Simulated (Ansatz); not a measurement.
Cost and result for the atomization energy of AlH5OSi2, SMILES `[O]1[AlH][SiH2][SiH2]1` (9 atoms, 9 bonds).

Cartesian coordinates in Å:
```
O -0.6724 0.8741 -1.2001
Al 0.8871 0.1720 -1.4454
Si 0.7850 -0.7645 0.8107
Si -1.1743 0.4646 0.3356
H 1.6881 0.3489 -2.7962
H 1.6860 -0.2269 1.8664
H 0.6379 -2.2357 0.9822
H -2.4405 -0.3160 0.2865
H -1.3969 1.6835 1.1603
```

The species carries charge 0 and has multiplicity 1. Geometry: relaxed with PBE0-D4/def2-TZVP. Program: Ansatz. All runs use 2 threads of an Arm Neoverse V1 on a shared host. Times are those of one run each, without the atoms' runs, and a repeat can differ threefold. Electronic energies, without spin–orbit coupling; frozen cores. CCSD(T)/CBS adds CCSD(T) − MP2 in def2-TZVPP to the MP2 limit, and its time is that of the two runs behind it. T1 = 0.015. B3LYP takes the VWN-RPA correlation (the form of Gaussian; ORCA's B3LYP/G). HSE06 is the plane-wave form, built on full-range PBE exchange.

CCSD(T)/CBS is a level of theory with its own doubt, some kJ/mol a heavy atom from the limit and from the frozen cores, so smaller differences don't rank the functionals.

| level | functions | wall time | atomization (kJ/mol) | difference from CCSD(T)/CBS | per bond |
| --- | --- | --- | --- | --- | --- |
| CCSD(T)/def2-SVP | 93 | 3.1 s | 2619.4 | -230.9 | -25.7 |
| revPBE-D4/def2-TZVPP | 227 | 3.3 s | 2769.2 | -81.1 | -9.0 |
| PBE0-D4/def2-TZVPP | 227 | 5 s | 2797.9 | -52.4 | -5.8 |
| BHLYP-D4/def2-TZVPP | 227 | 5.5 s | 2771.1 | -79.2 | -8.8 |
| HSE06-D4/def2-TZVPP | 227 | 6 s | 2799.0 | -51.3 | -5.7 |
| B3LYP-D4/def2-TZVPP (with forces) | 227 | 7.5 s | 2818.5 | -31.8 | -3.5 |
| r2SCANh-D4/def2-TZVPP | 227 | 9 s | 2834.3 | -16.0 | -1.8 |
| PBE-QIDH/def2-TZVPP | 227 | 9 s | 2801.2 | -49.1 | -5.5 |
| ωB97X-V/def2-TZVPP | 227 | 14 s | 2867.4 | 17.1 | 1.9 |
| B97M-V/def2-TZVPP | 227 | 15 s | 2877.9 | 27.6 | 3.1 |
| MP2/def2-QZVPP | 417 | 28 s | 2837.6 | -12.7 | -1.4 |
| CCSD(T)/def2-TZVPP | 227 | 93 s | 2764.8 | -85.5 | -9.5 |
| CCSD(T)/CBS(def2) | – | 2 min | 2850.3 | 0.0 | 0.0 |

From r2SCAN to r2SCAN0 (25 % exact exchange), in def2-TZVPP and without D4, the atomization energy moves by −42.4 kJ/mol: exact exchange takes away binding that semilocal exchange gives to molecules. At CCSD(T), def2-SVP lies −230.9 kJ/mol from the extrapolated value and def2-TZVPP −85.5 kJ/mol: correlation converges slowly with the basis, and small sets miss more of it in the bonded molecule than in its fragments. In def2-TZVPP, CCSD(T) changes the Hartree–Fock value by +669.1 kJ/mol (the triples alone add +38.8 kJ/mol) and MP2 by +690.4 kJ/mol; breaking electron pairs costs correlation energy, which Hartree–Fock lacks.
